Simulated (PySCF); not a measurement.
Job file and geometry (Å, from GFN2-xTB) of an NMR shielding run on `CCO[C@]1(C)C=C(Cl)C[SiH2]1`, C$_{7}$H$_{13}$ClOSi, PySCF, GIAO PBE0/pcSseg-1 NMR shielding, non-relativistic, gas phase; density fitting, a coarse starting grid and PySCF grid level 2 are the driver's defaults:

```
$ OMP_NUM_THREADS=1 python probes_run.py task.json out

{"job": {"kind": "nmr", "xc": "PBE0", "basis": "pcSseg-1"}, "charge": 0, "multiplicity": 1}
C      3.030101    -1.207195    -0.306961
C      2.041305    -0.053441    -0.392942
O      1.009859    -0.286017     0.533585
C     -0.203406     0.432843     0.304980
C      0.015773     1.949752     0.325157
C     -1.119365     0.068003     1.445444
C     -2.305203    -0.442515     1.159935
Cl    -3.452829    -0.857830     2.390443
C     -2.720725    -0.671058    -0.255601
Si    -1.157391    -0.218531    -1.249313
H      2.524404    -2.143808    -0.525243
H      3.838813    -1.060913    -1.017743
H      3.441598    -1.264938     0.696981
H      2.554797     0.894338    -0.170847
H      1.623318     0.015521    -1.411261
H      0.551382     2.240930     1.227775
H     -0.948889     2.450728     0.315377
H      0.584166     2.276470    -0.542779
H     -0.769704     0.235775     2.450865
H     -3.583272    -0.049009    -0.498142
H     -3.040566    -1.704771    -0.388554
H     -1.396138     0.823799    -2.251244
H     -0.522782    -1.401150    -1.829831
```

Q: What does the program print?

A: 
```
coarse grid: 20000 points
cycle   1  E = -1098.5318191547  dE =  1.263e+00  |g| = 6.731e-01  |ddm| = 4.366e+00
cycle   2  E = -1098.4338860709  dE =  9.793e-02  |g| = 9.791e-01  |ddm| = 1.558e+00
cycle   3  E = -1098.6257124172  dE = -1.918e-01  |g| = 1.453e-01  |ddm| = 1.097e+00
cycle   4  E = -1098.6299043570  dE = -4.192e-03  |g| = 4.749e-02  |ddm| = 1.690e-01
cycle   5  E = -1098.6303845685  dE = -4.802e-04  |g| = 1.819e-02  |ddm| = 5.494e-02
cycle   6  E = -1098.6304557748  dE = -7.121e-05  |g| = 5.406e-03  |ddm| = 1.934e-02
cycle   7  E = -1098.6304622480  dE = -6.473e-06  |g| = 1.077e-03  |ddm| = 5.551e-03
final grid: 183176 points
cycle   8  E = -1098.7009195230  dE = -5.098e-05  |g| = 1.320e-02  |ddm| = 3.907e-02
cycle   9  E = -1098.7008848341  dE =  3.469e-05  |g| = 1.886e-02  |ddm| = 2.448e-02
cycle  10  E = -1098.7009552220  dE = -7.039e-05  |g| = 1.838e-03  |ddm| = 1.524e-02
cycle  11  E = -1098.7009558868  dE = -6.648e-07  |g| = 3.446e-04  |ddm| = 1.990e-03
cycle  12  E = -1098.7009559113  dE = -2.451e-08  |g| = 9.121e-05  |ddm| = 4.350e-04
cycle  13  E = -1098.7009559128  dE = -1.483e-09  |g| = 4.742e-05  |ddm| = 1.522e-04
cycle  14  E = -1098.7009559133  dE = -5.311e-10  |g| = 1.193e-05  |ddm| = 5.309e-05
converged SCF energy = -1098.7009559133

GIAO shielding tensors (ppm)
atom      isotropic    diamagn.    paramagn.     s11        s22        s33       span
  0 C      168.288     246.104     -77.815    152.617    165.484    186.765     34.148
  1 C      120.009     246.878    -126.869     93.561    104.534    161.932     68.371
  2 O      255.094     401.167    -146.073    210.497    249.623    305.162     94.665
  3 C      102.086     245.104    -143.018     69.897     91.937    144.423     74.526
  4 C      160.659     249.047     -88.388    145.015    155.036    181.927     36.912
  5 C       40.583     253.804    -213.220    -57.757     65.722    113.784    171.541
  6 C       40.316     258.020    -217.704    -52.959     75.000     98.908    151.867
  7 Cl     703.952    1145.108    -441.156    503.452    617.942    990.462    487.010
  8 C      164.544     254.520     -89.976    139.949    156.892    196.792     56.843
  9 Si     378.492     881.679    -503.187    343.455    372.748    419.273     75.818
 10 H       30.353      30.094       0.259     25.997     29.642     35.420      9.423
 11 H       30.725      27.158       3.567     26.571     27.565     38.041     11.470
 12 H       30.243      28.877       1.366     26.038     28.461     36.229     10.191
 13 H       27.831      31.555      -3.724     22.522     28.400     32.570     10.049
 14 H       28.684      33.007      -4.323     24.607     29.320     32.125      7.518
 15 H       30.301      31.387      -1.086     27.081     27.510     36.313      9.232
 16 H       30.684      30.923      -0.240     26.754     29.548     35.749      8.995
 17 H       29.856      31.795      -1.940     25.891     28.427     35.248      9.357
 18 H       25.681      32.959      -7.278     23.519     24.043     29.481      5.962
 19 H       29.778      29.773       0.005     25.444     28.194     35.695     10.251
 20 H       29.704      30.269      -0.565     25.016     28.329     35.766     10.750
 21 H       27.346      30.405      -3.060     24.076     25.435     32.526      8.449
 22 H       27.334      30.848      -3.514     23.385     26.577     32.039      8.655
```

Q: Turn these shieldings into chemical shifts. References, each an isolated molecule treated in the same way: ¹³C (σref 186.93) and ²⁹Si (σref 349.16) and ¹H (σref 31.72) against TMS; ¹⁷O (σref 336.08) vs H2O; ³⁵Cl (σref 949.78) against HCl.

A: Averaging equivalent atoms: C 6: 146.6; C 5: 146.3; C 3: 84.8; C 1: 66.9; C 4: 26.3; C 8: 22.4; C 0: 18.6; O 2: 81.0; Cl 7: 246; Si 9: -29.3; H 18: 6.04; H 22: 4.38; H 21: 4.37; H 13: 3.89; H 14: 3.03; H 20: 2.01; H 19: 1.94; H 15/16/17: 1.44; H 10/11/12: 1.28 ppm. Experimental scales use liquid or dissolved standards, which lie at an offset from isolated H2O (liquid H2O: subtract about 36 ppm).

Size and cost of the density-fitted run: 249 basis functions, 74 s wall time on 1 thread of an Arm Neoverse V1, shared host; peak memory 1.2 GiB.
